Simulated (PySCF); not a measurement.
Si(H)(F)2(OEt) (C2H6F2OSi), SMILES CCO[SiH](F)F. Geometry: ωB97X-D3(BJ)/def2-SVP. The structure was generated by enumeration, and PubChem lists no compound with its InChIKey, so it may never have been made. Other conformers were not sampled.

Computed equilibrium geometry at ωB97X-D3(BJ)/def2-SVP (PySCF confirms it by a frequency run) as bond lengths and angles (one conformer of several):
Atoms: Si1 F2 F3 O4 C5 C6 H7 H8 H9 H10 H11 H12. Bonds (Å): Si1–F2 1.615, Si1–F3 1.615, Si1–O4 1.629, Si1–H7 1.466, O4–C5 1.426, C5–C6 1.515, C5–H8 1.104, C5–H9 1.104, C6–H10 1.101, C6–H11 1.101, C6–H12 1.101. Bond angles (°): F2–Si1–F3 105.1, F2–Si1–O4 110.4, F2–Si1–H7 110.6, F3–Si1–O4 110.5, F3–Si1–H7 110.4, O4–Si1–H7 109.8, Si1–O4–C5 125.7, O4–C5–C6 109.1, O4–C5–H8 109.4, O4–C5–H9 109.3, C6–C5–H8 110.7, C6–C5–H9 110.7, H8–C5–H9 107.6, C5–C6–H10 110.4, C5–C6–H11 110.4, C5–C6–H12 110.4, H10–C6–H11 108.6, H10–C6–H12 108.3, H11–C6–H12 108.6.
Charge 0, spin multiplicity 1.
